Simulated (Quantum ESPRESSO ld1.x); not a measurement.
Values are calculated unless marked as measured or tabulated.
Q: These are the eigenvalues of the occupied orbitals of an atom or ion with whole-number occupations (eV). Code: ld1.x of Quantum ESPRESSO 7.5. Model: scalar-relativistic Kohn-Sham, LDA (Slater exchange, Perdew-Zunger correlation), spin-unpolarised, spherical densities, point nucleus.

1s: -25307.3
2s: -3734.00
2p: -3352.35
3s: -690.765
3p: -565.407
3d: -367.078
4s: -103.366
4p: -66.9851
4d: -15.9192

Which element is it, and in what charge state? The configuration may be excited.

A: Z = 47, silver, charge +1: Ag+ in [Kr] 4d10. The list shows which subshells hold electrons but not how many an open one holds; the 1s level, -930.03 hartree, gives Z - s = 43.1 by -(Z - s)^2/2, which with screening and relativity narrows Z to a few neighbours, and the depths of the outer levels then fix element, charge and occupations together.
